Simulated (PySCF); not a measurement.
Compound: C8H13N.
Z-matrix (Å and degrees, PBE0-D3(BJ)/def2-SVP geometry), rows numbered from 1:
```
C 
C   1  1.3333
C   2  1.5003  1  124.83
N   3  1.4500  2  110.16  1  -129.75
C   4  1.2677  3  119.22  2    93.71
C   5  1.5099  4  128.19  3     0.65
C   6  1.5063  5  112.91  4  -177.10
C   7  1.4984  6  120.56  5  -153.63
C   8  1.5013  7   60.07  6   109.44
H   1  1.0952  2  121.42  3    -0.10
H   1  1.0932  2  121.51  3  -179.43
H   2  1.0963  1  120.05  3  -179.34
H   3  1.1044  2  108.62  1   112.95
H   3  1.1062  2  109.49  1    -3.49
H   5  1.1041  4  116.28  3  -178.95
H   6  1.1048  5  108.89  4   -54.05
H   6  1.1056  5  109.30  4    60.64
H   7  1.0960  6  114.08  5    61.33
H   8  1.0940  7  117.65  9  -108.02
H   8  1.0928  7  118.46  9   108.22
H   9  1.0928  7  118.59  8  -108.10
H   9  1.0942  7  117.61  8   107.88
```

Method used: PBE0-D3(BJ)/def2-SVP geometry optimisation, gas phase (PySCF).

Masses are those of the commonest isotopes; rigid-rotor values at the optimised geometry. The values belong to one conformer with, in the numbering `[CH2:1]=[CH:2][CH2:3]/[N:4]=[CH:5]\[CH2:6][CH:7]1[CH2:8][CH2:9]1`, C1–C2–C3–N4 -130°, C2–C3–N4–C5 94°, N4–C5–C6–C7 -177°, C5–C6–C7–C8 -154°.

Q: Give the principal moments of inertia and the rotational constants in cm⁻¹.

A: Ia = 146.38, Ib = 695.51, Ic = 790.57 u·Å²; 505379 MHz·u·Å²/I gives 3452, 726.6 and 639.3 MHz, that is A = 0.11516, B = 0.02424, C = 0.02132 cm⁻¹.

Q: What kind of rotor is it?

A: A near-prolate asymmetric top: κ = (2 × 726.6 − 3452 − 639.3)/(3452 − 639.3) = -0.94.

Q: Is it planar, by Δ = Ic − Ia − Ib?

A: Not planar: Δ = Ic − Ia − Ib = -51.32 u·Å². For a rigid frame Δ = −2 Σ m c², so Σ m c² = 25.66 u·Å² lies off the ab plane: 13.66 from hydrogen and 12.00 from heavier atoms. The atom farthest from that plane is 1.58 Å away.

Q: Give the other two planar moments, Paa and Pbb, and the rms extents of the mass along the axes.

A: Paa = Σ m a² = (Ib + Ic − Ia)/2 = 669.85 and Pbb = Σ m b² = (Ia + Ic − Ib)/2 = 120.72 u·Å². With the mass M = 123.10 u, the rms extents √(P/M) along a, b and c are 2.33, 0.99, 0.46 Å.

Q: Where do the levels up to J = 2 lie, in MHz?

A: Above 0(0,0):
J = 1: 1(0,1) 1366, 1(1,1) 4092, 1(1,0) 4179
J = 2: 2(0,2) 4096, 2(1,2) 6736, 2(1,1) 6998, 2(2,1) 15176, 2(2,0) 15178
The levels of one J sum to (2J + 1)J(J + 1)(A + B + C)/3.

Q: Which lines would a microwave search look for?

A: The dipole components are |μa| = 1.04 D, |μb| = 1.48 D, |μc| = 0.41 D. Intensities carry the squares of the components, which stand as 0.50 : 1.00 : 0.08 (a : b : c). Some lines, for components of 0.1 D or more:

```json
{"type": "a", "branch": "R", "J(Ka,Kc)": "1(0,1) ← 0(0,0)", "MHz": "1366", "lower level (cm⁻¹)": "0.000"}
{"type": "c", "branch": "Q", "J(Ka,Kc)": "2(1,2) ← 2(0,2)", "MHz": "2641", "lower level (cm⁻¹)": "0.137"}
{"type": "a", "branch": "R", "J(Ka,Kc)": "2(1,2) ← 1(1,1)", "MHz": "2644", "lower level (cm⁻¹)": "0.136"}
{"type": "c", "branch": "Q", "J(Ka,Kc)": "1(1,1) ← 1(0,1)", "MHz": "2726", "lower level (cm⁻¹)": "0.046"}
{"type": "a", "branch": "R", "J(Ka,Kc)": "2(0,2) ← 1(0,1)", "MHz": "2730", "lower level (cm⁻¹)": "0.046"}
{"type": "b", "branch": "Q", "J(Ka,Kc)": "1(1,0) ← 1(0,1)", "MHz": "2813", "lower level (cm⁻¹)": "0.046"}
{"type": "a", "branch": "R", "J(Ka,Kc)": "2(1,1) ← 1(1,0)", "MHz": "2819", "lower level (cm⁻¹)": "0.139"}
{"type": "b", "branch": "Q", "J(Ka,Kc)": "2(1,1) ← 2(0,2)", "MHz": "2903", "lower level (cm⁻¹)": "0.137"}
{"type": "b", "branch": "R", "J(Ka,Kc)": "1(1,1) ← 0(0,0)", "MHz": "4092", "lower level (cm⁻¹)": "0.000"}
{"type": "c", "branch": "R", "J(Ka,Kc)": "1(1,0) ← 0(0,0)", "MHz": "4179", "lower level (cm⁻¹)": "0.000"}
{"type": "b", "branch": "R", "J(Ka,Kc)": "2(1,2) ← 1(0,1)", "MHz": "5370", "lower level (cm⁻¹)": "0.046"}
{"type": "c", "branch": "R", "J(Ka,Kc)": "2(1,1) ← 1(0,1)", "MHz": "5632", "lower level (cm⁻¹)": "0.046"}
{"type": "c", "branch": "Q", "J(Ka,Kc)": "2(2,1) ← 2(1,1)", "MHz": "8178", "lower level (cm⁻¹)": "0.233"}
{"type": "b", "branch": "Q", "J(Ka,Kc)": "2(2,0) ← 2(1,1)", "MHz": "8180", "lower level (cm⁻¹)": "0.233"}
{"type": "b", "branch": "Q", "J(Ka,Kc)": "2(2,1) ← 2(1,2)", "MHz": "8440", "lower level (cm⁻¹)": "0.225"}
{"type": "b", "branch": "R", "J(Ka,Kc)": "2(2,1) ← 1(1,0)", "MHz": "10997", "lower level (cm⁻¹)": "0.139"}
{"type": "c", "branch": "R", "J(Ka,Kc)": "2(2,0) ← 1(1,0)", "MHz": "10999", "lower level (cm⁻¹)": "0.139"}
{"type": "c", "branch": "R", "J(Ka,Kc)": "2(2,1) ← 1(1,1)", "MHz": "11084", "lower level (cm⁻¹)": "0.136"}
{"type": "b", "branch": "R", "J(Ka,Kc)": "2(2,0) ← 1(1,1)", "MHz": "11086", "lower level (cm⁻¹)": "0.136"}
```

PBE0-D3(BJ)/def2-SVP frequencies: not computed here. These are rigid-rotor constants of the computed structure; measured ground-state constants (B0) also hold zero-point vibration. Quadrupole hyperfine structure (14N) is left out.

Cost: about 3 min of CPU time on one thread; the machine was shared, so the figure is rough. That covers the optimisation of the geometry.
